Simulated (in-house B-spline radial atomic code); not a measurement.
Ionising Kr2+ with different functionals

Computed with a radial B-spline atomic code at the basis-set limit: scalar-relativistic (spin-free X2C) Hamiltonian, Fermi nucleus of rms radius 4.1884 fm, spin-polarised at highest spin, spherical fractional occupations for the functionals, the average over the highest-spin determinants for Hartree-Fock. The ionisation energy is the difference of two self-consistent energies, [Ar] 3d10 4s2 4p4 → [Ar] 3d10 4s2 4p3, without Breit or QED terms; ε is the level of the shell that loses the electron (its least bound occupied spin orbital). There is no spin-orbit coupling in this Hamiltonian.

Hybrids are left out here: with spherical fractional occupations of an open shell their exact exchange keeps a self-interaction that integer-occupation calculations don't have.

```csv
method,rung,ΔSCF (eV),-ε(4p) (eV)
Hartree-Fock,Hartree-Fock,34.13,34.75
LDA VWN5,LDA,35.87,30.16
LDA PW92,LDA,35.87,30.16
LDA exchange-only,LDA,33.91,28.39
PBE,GGA,35.39,29.79
PBEsol,GGA,35.41,29.82
BLYP,GGA,35.49,29.76
RPBE,GGA,35.24,29.70
PW91,GGA,35.51,29.90
BP86,GGA,35.62,29.98
AM05,GGA,35.40,29.81
OLYP,GGA,35.08,29.60
TPSS,meta-GGA,35.33,29.83
SCAN,meta-GGA,35.21,29.85
r2SCAN,meta-GGA,35.17,29.84
revTPSS,meta-GGA,35.29,29.80
```

Problem. How do they compare with the NIST value?

Solution. NIST lists 35.84 eV ± 0.02 (measured, ground level to ground level). Errors run from -1.93 to +0.03 eV; LDA VWN5 is closest (+0.03 eV), though others lie within the uncertainty of it, and part of that can be cancellation, since the calculations leave out spin-orbit coupling, Breit-QED terms, multiplet and fine-structure energies. Hartree-Fock also lacks correlation.
